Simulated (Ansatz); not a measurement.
`[F][GeH2][InH2]` → `[F][GeH]` + `[InH3]` at 700 K and 1 bar (germylene formation by 1,1-elimination).

Gas-phase electronic energies from Ansatz, PBE0-D4/def2-TZVP geometries. CCSD(T)/CBS adds triple-zeta CCSD(T) − MP2 to the extrapolated MP2 energy (def2 sets, frozen cores). Elements past krypton have def2 core potentials. For Ge, In outer-core shells are correlated without core-valence functions, which leaves a few kJ/mol of doubt a bond. Scalar relativity is left out up to krypton.

| species | CCSD(T)/CBS energy (Eh) | H − E (kJ/mol) | S (J/(mol·K)) |
| --- | --- | --- | --- |
| `[F][GeH2][InH2]` | -2368.13046 | 142.2 | 444.5 |
| `[F][GeH]` | -2176.50038 | 48.7 | 290.8 |
| `[InH3]` | -191.56739 | 77.3 | 275.7 |

H − E and S are ideal-gas, rigid-rotor, harmonic terms from PBE0-D4/def2-TZVP. 1 Eh = 2625.50 kJ/mol, R = 8.31446 J/(mol·K).

Problem. By hand: ΔE, ΔH, ΔS and ΔG.

Solution. ΔE = (-2176.50038) + (-191.56739) − (-2368.13046) = 0.06269 Eh = 164.6 kJ/mol. Δ(H − E) = 48.7 + 77.3 − 142.2 = -16.2, so ΔH = 148.4 kJ/mol. ΔS = 290.8 + 275.7 − 444.5 = 122.0 J/(mol·K). ΔG = 148.4 − 700 × (122.0)/1000 = 63.0 kJ/mol.

Problem. By hand: the equilibrium constant, and the temperature at which ΔG would vanish if ΔH and ΔS stayed fixed.

Solution. log₁₀ K = −ΔG/(RT ln 10) = -4.7. ΔG = 0 at ΔH/ΔS = 1216 K.

The number of gas molecules changes by +1, which sets the sign of ΔS. A doubt of 5 kJ/mol in ΔE shifts log₁₀ K by 0.4 here. These are equilibria of isolated gas molecules and say nothing of rates. Largest T1 diagnostic: 0.014 (customary marks: 0.02 for closed shells, 0.045 for open ones).
